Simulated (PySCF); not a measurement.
Problem. What does the GFN2-xTB structure of `FC(F)(F)Sc1cc[n-]c1` look like in three dimensions? (Charge -1.)

Solution. 
Z-matrix in Å and degrees, rows numbered from 1:
```
F 
C   1  1.3507
F   2  1.3427  1  105.73
F   2  1.3445  1  105.60  3   111.96
S   2  1.8303  1  111.25  3  -124.07
C   5  1.7486  2  101.61  1   176.69
C   6  1.4118  5  126.44  2   -91.39
C   7  1.3730  6  104.27  5  -178.34
N   8  1.3586  7  112.40  6     0.40
C   9  1.3300  8  106.08  7     0.10
H   7  1.0765  6  126.79  5     2.19
H   8  1.0802  7  127.86  6  -179.44
H  10  1.0778  6  127.46  5    -2.36
```

C7 (aromatic CH carbon) is planar (angles 128.9°, 126.8° and 104.3°, sum 360.0°, 0.00 Å off the plane of its three neighbours). The 5-membered ring C6–C7–C8–N9–C10 has internal angles of 104.3° to 112.4° (sum 540°, against 540° for a flat polygon); it is planar, 0.00 Å rms from its mean plane, widest ring torsion 1°. The C–N distances run from 1.330 Å (N9–C10, aromatic) to 1.359 Å (C8–N9, aromatic), a spread of 0.029 Å. C8 (aromatic CH next to a ring nitrogen) is planar (angles 127.9°, 119.7° and 112.4°, sum 360.0°, 0.00 Å off the plane of its three neighbours).

Computed geometry: GFN2-xTB, gas phase.

Point group: C1 (no symmetry element, even within 0.4 Å). Stationary, but not proved a minimum. Torsions: C2–S5–C6–C7 -91°.

One conformer stands for the species.
